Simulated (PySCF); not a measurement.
All of these have the formula C6H7NO. Computed with TDDFT CAM-B3LYP/def2-SVPD, vertical, gas phase, core orbitals frozen in the response (PySCF 2.14.0, density-fitted response routines). Geometries: GFN2-xTB; one conformer of each isolated species. Triplets are in the Tamm–Dancoff approximation.

Task: Rank by computed HOMO energy, lowest first.
A. `C#CC(=O)N(C)C=C`
B. `Cc1cccc[n+]1[O-]`
C. `COC1=CC=NC=C1`
D. `C#CCN(C=C)C=O`
E. `Cc1cc[n+]([O-])cc1`
F. `COC1(CC#N)C=C1`

Result: F (-9.26 eV), C (-8.53 eV), D (-8.27 eV), A (-8.12 eV), B (-7.56 eV), E (-7.40 eV).

```
            SMILES  HOMO (eV)  f (S1)  T1 (eV)  gap (eV)  α (au)    S1 mainly
    COC1(CC#N)C=C1      -9.26   0.003     4.52      9.72    72.6  H-2→L (41%)
        COc1ccncc1      -8.53   0.001     4.29      9.14    78.9  H-1→L (98%)
     C#CCN(C=C)C=O      -8.27   0.001     4.11      8.98    81.4  H-1→L (51%)
   C#CC(=O)N(C)C=C      -8.12   0.000     3.78      7.83    85.2  H-1→L (95%)
  Cc1cccc[n+]1[O-]      -7.56   0.037     2.78      7.42    83.2  H→L+1 (67%)
Cc1cc[n+]([O-])cc1      -7.40   0.020     2.67      7.27    84.8  H→L+1 (91%)
```

H and L stand for HOMO and LUMO.
